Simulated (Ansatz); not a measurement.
One change: `[F][Ge][Cl]` becomes `[OH][Ge][F]`.

Ansatz, PBE0-D4/def2-TZVP geometries, multiplicity 1. Each molecule was computed in one conformer, which needn't be the lowest.

Outer-core shells of Ge are correlated without core-valence functions. Scalar relativity is left out up to krypton. Spin–orbit coupling is left out.

| property | `[F][Ge][Cl]` |
| --- | --- |
| HOMO energy (ωB97M-V/def2-TZVPP) / eV | -10.56 |
| HOMO–LUMO gap (ωB97M-V/def2-TZVPP) / eV | 9.72 |
| LUMO energy (B3LYP/def2-TZVPP) / eV | -3.08 |
| vertical ionisation energy (CCSD(T)/def2-TZVPP) / eV | 10.83 |
| size of the dipole moment (PBE/def2-TZVPP) / D | 2.09 |
| LUMO energy (ωB97M-V/def2-TZVPP) / eV | -0.84 |

Q: What does the change do to each property? (An estimate is asked.)

A: Computed: 
```json
{"property": "HOMO energy (ωB97M-V/def2-TZVPP) / eV", "`[OH][Ge][F]`": "-10.61", "shift": "-0.05"}
{"property": "HOMO–LUMO gap (ωB97M-V/def2-TZVPP) / eV", "`[OH][Ge][F]`": "10.58", "shift": "0.86"}
{"property": "LUMO energy (B3LYP/def2-TZVPP) / eV", "`[OH][Ge][F]`": "-2.29", "shift": "0.79"}
{"property": "vertical ionisation energy (CCSD(T)/def2-TZVPP) / eV", "`[OH][Ge][F]`": "10.97", "shift": "0.14"}
{"property": "size of the dipole moment (PBE/def2-TZVPP) / D", "`[OH][Ge][F]`": "0.54", "shift": "-1.55"}
{"property": "LUMO energy (ωB97M-V/def2-TZVPP) / eV", "`[OH][Ge][F]`": "-0.03", "shift": "0.81"}
```

With PBE0 the HOMO rises by 0.08 eV and the LUMO rises by 0.80 eV, so the gap widens by about 0.72 eV. PBE moves the HOMO by 0.15 eV and ωB97M-V by -0.05 eV. The zero-point energy changes by 32.8 kJ/mol with +3 modes. Dipoles are sizes alone; their direction can turn.

B3LYP here is the variant with VWN-RPA as its local correlation; programs differ in this.
